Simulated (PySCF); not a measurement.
C2H4ClNSi, SMILES N#CC[SiH2]Cl.

Geometry: B3LYP-D3(BJ)/def2-SVP. This is a generated structure with no PubChem entry under its InChIKey; it may be hypothetical. One conformer was computed; it need not be the lowest.

Level of theory: PBE/def2-TZVP run with PySCF.

Computed frontier levels, gap, dipole moment and polarisability:
```
Item                                                                                                            Value
---------------------------------------------------------------------------------------------  ----------------------
highest occupied level                                                                                       -7.66 eV
lowest empty level                                                                                           -1.18 eV
orbital gap                                                                                                   6.49 eV
dipole moment                                                                                                  4.24 D
quadrupole, principal values (traceless, Buckingham form, about the centre of nuclear charge)  -15.00, 6.06, 8.94 D·Å
mean static polarisability                                                                       64.7 bohr³ (9.59 Å³)
polarisability, principal values                                                               53.0, 65.4, 75.8 bohr³
```
